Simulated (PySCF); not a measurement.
**Structure from NMR data**

Molecular formula: C$_{6}$H$_{8}$N$_{2}$. Simulated spectra:

1H NMR (400 MHz, computed): δ 7.41 (m, 1H), 7.18 (m, 1H), 6.93 (m, 1H), 3.33 (m, 1H), 0.93 (m, 2H), 0.91 (m, 2H).

13C{1H} NMR (computed): δ 140.9 (CH), 135.4 (CH), 123.8 (CH), 28.0 (CH), 9.1 (CH2).

Level of theory: GIAO PBE0/pcSseg-1 shieldings, GFN2-xTB structure, in PySCF 2.14 (no solvent model, averaged over atoms made equivalent by symmetry, fast rotation or ring inversion, one computed conformer, non-relativistic Hamiltonian).

References, each an isolated molecule treated in the same way: 1H and 13C against TMS.

Propose a structure and justify it.

## Answers


The formula gives 4 degrees of unsaturation (2 rings in the answer). 5 carbon signals for 6 carbons: some carbons are equivalent by symmetry or fast rotation. Carbon types of the structure: 4 × CH, 2 × CH2, which accounts for all hydrogens. δC 140.9: aromatic CH between two ring heteroatoms. δC 135.4, 123.8: aromatic CH next to a ring nitrogen. δC 28.0, 9.1: three-membered-ring carbon. δH 7.41: hydrogen on an aromatic CH between two ring heteroatoms; the ring current deshields protons in the ring plane. δH 7.18, 6.93: hydrogen on an aromatic CH next to a ring nitrogen; ring-current deshielding. δH 3.33, 0.93, 0.91: hydrogen on a three-membered-ring carbon.

Structure: SMILES c1cncn1C1CC1.

The shifts were computed for this structure.

Shifts are as computed. Against solution values, carbons near 30 ppm lie about +3 ppm off and those near 130 ppm about +5 ppm. Of 1211 compounds with measured shifts, 218 miss one by over three times the rms of a fit or turn the order of signals round; such compounds aren't used in these exercises. Multiplicities follow the n + 1 count of equivalent neighbours, as no J values were calculated; m marks all less simple cases, F and P coupling included.
